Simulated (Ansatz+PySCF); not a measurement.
Two shapes of singlet SiF4.

Shape 1:

```xyz
5

Si    0.0000    0.0000    0.0000
F     0.9158    0.9158    0.9158
F     0.9158   -0.9158   -0.9158
F    -0.9158    0.9158   -0.9158
F    -0.9158   -0.9158    0.9158
```

Shape 2:

```xyz
5

Si    0.0052   -0.0473    0.0154
F     0.8949    0.8975    0.8743
F     0.8808   -0.9181   -0.8802
F    -0.8752    0.8868   -0.9125
F    -0.8692   -0.9265    0.9304
```

Basis set: def2-SVP (spherical functions). Correlated methods keep 9 orbitals frozen. Charge 0, multiplicity 1.

Computed with Ansatz (development build ahead of 0.2.0); each method stands on the lowest determinant of its kind that the runs found.

(1) Which shape is lower in energy, and by how much in each method?

Answers

(1)

| method | E(2) − E(1) (eV) |
| --- | --- |
| RHF | 0.058 |
| RHF-MP2 | 0.206 |
| UHF-MP2 | 0.206 |
| RHF-CCSD(T) | 0.197 |
| r²SCAN (unrestricted) | 0.177 |

Shape 1 is lower.
